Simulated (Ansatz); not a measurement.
`C=C=[N][AlH2]` + CH₃NH₂ → `C[NH][AlH2]` + `C=C=N` at 400 K and 1 bar (ligand exchange at the Al–N bond).

Program: Ansatz. Geometries: PBE0-D4/def2-TZVP. ΔE: electronic, gas phase. CCSD(T)/CBS adds triple-zeta CCSD(T) − MP2 to the extrapolated MP2 energy (def2 sets, frozen cores). This one scheme is used for every species. One conformer a species, not always the lowest.

| species | CCSD(T)/CBS energy (Eh) | H − E (kJ/mol) | S (J/(mol·K)) |
| --- | --- | --- | --- |
| `C=C=[N][AlH2]` | -375.19639 | 153.5 | 333.0 |
| CH₃NH₂ | -95.75281 | 185.4 | 256.0 |
| `C[NH][AlH2]` | -338.38977 | 203.1 | 318.3 |
| `C=C=N` | -132.55079 | 133.3 | 267.3 |

H − E and S are ideal-gas, rigid-rotor, harmonic terms from PBE0-D4/def2-TZVP, for one conformer and one mirror image of each species. 1 Eh = 2625.50 kJ/mol, R = 8.31446 J/(mol·K).

Q: By hand: ΔE, ΔH, ΔS and ΔG.

A: ΔE = (-338.38977) + (-132.55079) − (-375.19639) − (-95.75281) = 0.00864 Eh = 22.7 kJ/mol. Δ(H − E) = 203.1 + 133.3 − 153.5 − 185.4 = -2.5, so ΔH = 20.2 kJ/mol. ΔS = 318.3 + 267.3 − 333.0 − 256.0 = -3.4 J/(mol·K). ΔG = 20.2 − 400 × (-3.4)/1000 = 21.6 kJ/mol.

Q: By hand: the equilibrium constant, and the temperature at which ΔG would vanish if ΔH and ΔS stayed fixed.

A: log₁₀ K = −ΔG/(RT ln 10) = -2.8. ΔH and −TΔS have one sign here, so there is no such temperature. One of them is within its doubt of zero, so this could turn.

The number of gas molecules stays the same, so ΔS is small and ΔH decides. A doubt of 5 kJ/mol in ΔE shifts log₁₀ K by 0.7 here. Other conformers and mirror images would add mixing entropy, several J/(mol·K) or more a flexible species. These are equilibria of isolated gas molecules and say nothing of rates. Largest T1 diagnostic: 0.015 (customary marks: 0.02 for closed shells, 0.045 for open ones).
